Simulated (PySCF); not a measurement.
A calculated (LDA, PySCF 2.14, aug-cc-pVDZ-DK, scalar relativity by spin-free X2C-1e) atom or ion has these occupied shells.

```csv
shell,electrons,orbital energy (eV),"rms radius, mean of both spins (bohr)"
1s α,1,-9539.4,0.0581
1s β,1,-9539.3,0.0581
2s α,1,-1198.4,0.246
2s β,1,-1197.7,0.246
2p α,3,-1045.9,0.219
2p β,3,-1045.4,0.219
3s α,1,-170.94,0.730
3s β,1,-169.66,0.730
3p α,3,-125.41,0.769
3p β,3,-124.17,0.769
3d α,5,-51.555,0.926
3d β,4,-50.297,0.926
```

Name the element and its charge.

Zn³⁺ (zinc, charge +3), in [Ar] 3d9, 2D determinant.
